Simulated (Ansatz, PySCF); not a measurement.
Al(F)(NCO)(OMe) (C₂H₃AlFNO₂), SMILES C[O][Al]([F])[N]=C=O. Atoms are numbered in the order given.

```xyz
10

Al    -0.5348    -0.6919     0.2872
F     -1.1513    -1.4266     1.6331
N      0.5110     0.7119     0.4911
C      1.2209     1.6673     0.6660
O      1.9125     2.5977     0.8291
O     -0.9316    -1.3138    -1.2154
C     -0.6904    -1.0820    -2.5742
H     -0.2163    -1.9662    -3.0353
H     -1.6404    -0.8976    -3.1058
H     -0.0293    -0.2125    -2.7483
```
Charge 0, spin multiplicity 1.

The structure is a stationary point at B3LYP-D3(BJ)/def2-SVP. One conformer was computed; it need not be the lowest.

Two levels are set side by side: PBE-D3(BJ)/def2-SVP (Ansatz, an electronic-structure program) and B3LYP-D3(BJ)/def2-SVP (Ansatz). Each level has its own optimised geometry; the coordinates shown are those of the second. Frequencies come from the Hessian of PySCF at each geometry. Differences are taken from unrounded values.

```csv
quantity,B3LYP-D3(BJ),PBE-D3(BJ),PBE-D3(BJ) minus B3LYP-D3(BJ)
mean bond length (Å),1.353,1.363,0.010
bond Al1–F2 (Å),1.653,1.664,0.011
bond Al1–N3 (Å),1.762,1.771,0.008
bond Al1–O6 (Å),1.674,1.691,0.017
bond N3–C4 (Å),1.203,1.213,0.010
bond C4–O5 (Å),1.171,1.181,0.010
bond O6–C7 (Å),1.399,1.405,0.006
bond C7–H8 (Å),1.104,1.113,0.008
bond C7–H9 (Å),1.104,1.113,0.008
bond C7–H10 (Å),1.106,1.115,0.008
highest harmonic wavenumber (cm⁻¹),3076,3010,-66
mean harmonic wavenumber (cm⁻¹),1076,1045,-31
zero-point energy (kcal/mol),36.90,35.85,-1.05
```

GGA bonds tend to be longer and softer than those of functionals with exact exchange. Differences between two approximate levels are no errors against the true value.
